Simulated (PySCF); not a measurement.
A structure optimised at B3LYP-D3(BJ)/def2-SVP, used in a PySCF frequency run:

```
N
C 1 1.3925
C 2 1.3451 1 127.25
H 3 1.0903 2 119.78 1 176.44
H 3 1.0933 4 117.16 2 179.59
H 2 1.0971 3 119.06 4 -2.11
C 1 1.4694 2 117.23 6 -14.27
H 7 1.1019 1 109.62 2 157.11
H 7 1.1053 8 105.64 1 117.97
Si 1 1.7624 2 120.92 6 171.73
H 10 1.4880 1 105.92 2 -173.39
H 10 1.4895 11 111.06 8 -118.26
H 10 1.4929 11 109.36 8 122.55
Si 7 1.9090 8 108.94 9 118.23
H 14 1.4906 7 109.80 8 -178.83
H 14 1.4921 15 108.96 7 119.05
H 14 1.4943 15 109.31 16 119.36
```
Charge 0, spin multiplicity 1.

**Question.** Write its SMILES and formula.

**Answer.** C=CN([SiH3])C[SiH3], C₃H₁₁NSi₂

**Question.** What are its rotational constants (standard atomic weights)?

**Answer.** 2.9621, 1.4448, 1.1175 GHz
